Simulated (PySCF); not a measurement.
A side-by-side comparison of computed properties.

First species: C7H7N2 (charge +1).
Cartesian coordinates in Å at the GFN2-xTB level; atoms count from 1:
```xyz
16
C7H7N2 angstrom
C      3.719    0.619   -0.246
C      2.313    0.415   -0.152
C      1.121    0.222   -0.067
C     -0.266    0.062    0.015
C     -0.837   -1.187    0.341
N     -2.160   -1.283    0.401
C     -2.960   -0.236    0.165
C     -2.353    0.981   -0.150
N     -1.053    1.119   -0.223
H      4.233   -0.325   -0.420
H      3.938    1.313   -1.057
H      4.084    1.055    0.685
H     -0.232   -2.058    0.542
H     -2.581   -2.183    0.634
H     -4.028   -0.369    0.227
H     -2.946    1.863   -0.349
```

Second species: CH11PSi3.
Z-matrix (Å and degrees, GFN2-xTB geometry), rows numbered from 1:
```
Si
C   1  1.9026
Si  2  1.9196  1  117.15
Si  3  2.3242  2  112.59  1   -66.32
P   3  2.2550  2  111.69  1    60.17
H   1  1.4652  2  109.84  3   -59.66
H   1  1.4646  2  109.41  3    60.95
H   1  1.4653  2  109.20  3  -178.82
H   2  1.0916  1  108.17  3   122.74
H   2  1.0906  1  108.65  3  -122.64
H   3  1.4807  2  106.02  1   170.38
H   4  1.4662  3  113.29  2    56.14
H   4  1.4636  3  112.61  2   177.33
H   4  1.4650  3  110.41  2   -63.44
H   5  1.3809  3   95.44  2    22.21
H   5  1.3815  3   95.20  2   -70.46
```

Levels: B3LYP/def2-SVPD for HOMO energy, LUMO energy, HOMO–LUMO gap, static isotropic polarisability and electronic spatial extent ⟨r²⟩ about the centre of nuclear charge; TDDFT B3LYP/def2-SVPD for lowest singlet excitation; TDA B3LYP/def2-SVPD for lowest triplet excitation (Tamm–Dancoff); GFN2-xTB for rotational constant A and rotational constant C. Geometries: GFN2-xTB. Each species is one conformer at its optimised geometry, gas phase, non-relativistic unless stated. Electronic properties by PySCF.

The conformers computed, where there is a choice (atom-mapped SMILES and torsion angles):
- `[SiH3:1][CH2:2][Si@@H:3]([SiH3:4])[PH2:5]`: Si1–C2–Si3–Si4 -66°, H–P5–Si3–C2 22°, H–P5–Si3–C2 -70°

Question: Which of the two has the higher static isotropic polarisability, and by how much?

Answer: The second: 125.1 au against 101.8 au, a difference of 23.3 au.

Question: Which has the higher rotational constant A?

Answer: The first: 5.691 GHz against 1.674 GHz, a difference of 4.017 GHz.

Question: Which has the higher HOMO energy?

Answer: The second: -7.13 eV against -11.32 eV, a difference of 4.19 eV.

Question: Which of the two has the higher LUMO energy, and by how much?

Answer: The second: -0.42 eV against -7.51 eV, a difference of 7.09 eV.

Question: Which of the two has the higher rotational constant C, and by how much?

Answer: The second: 0.876 GHz against 0.744 GHz, a difference of 0.132 GHz.

Question: Which of the two has the higher T1 energy, and by how much?

Answer: The second: 5.37 eV against 2.43 eV, a difference of 2.94 eV.

Question: Which has the higher HOMO–LUMO gap?

Answer: The second: 6.71 eV against 3.81 eV, a difference of 2.90 eV.

Question: Which of the two has the higher S1 energy, and by how much?

Answer: The second: 5.80 eV against 3.22 eV, a difference of 2.58 eV.

On the first: The vertical singlet–triplet gap S1 − T1 is 0.79 eV (TDDFT singlet less Tamm–Dancoff triplet; S1: HOMO−1→LUMO, weight 0.98; T1: HOMO→LUMO, weight 0.95). 1 of the 8 computed singlets lies in the visible range (750 to 380 nm, 1.65 to 3.26 eV), with an oscillator strength of 0.000.

On the second: The vertical singlet–triplet gap S1 − T1 is 0.43 eV (TDDFT singlet less Tamm–Dancoff triplet; S1: HOMO→LUMO, weight 0.88; T1: HOMO→LUMO, weight 0.56). The principal polarisabilities are 109.6, 131.6 and 134.0 au; their mean is the isotropic value.
